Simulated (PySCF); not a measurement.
Cu(OH2)2 (CuH4O2), SMILES [OH2]->[Cu+]<-[OH2], charge +1, multiplicity 1. Coordinates come from a PBE-D3(BJ)/def2-TZVP optimisation. The spin state was assumed, not searched.

Level of theory: PBE-D3(BJ)/def2-TZVP run with PySCF.

Harmonic wavenumbers (cm⁻¹): 98, 131, 131, 324, 324, 391, 501, 645, 649, 1599, 1599, 3655, 3657, 3736, 3736. Rotational constants (GHz): 181.7, 3.617, 3.612; symmetry number 2.

Q: Work out the zero-point energy and the ideal-gas rigid-rotor harmonic-oscillator thermochemistry at 298.15 K and 1 atm.

A: ZPE = ½ Σ hcν = ½ × 21176 cm⁻¹ = 126.66 kJ/mol. H − E(el) = 146.27 kJ/mol. Entropy in J/(mol K): translation 166.13, rotation 88.09, vibration 60.04, total 314.26. G − E(el) = 52.58 kJ/mol. Cp = 90.83 J/(mol K). Modes under 150 cm⁻¹ make the vibrational entropy uncertain.
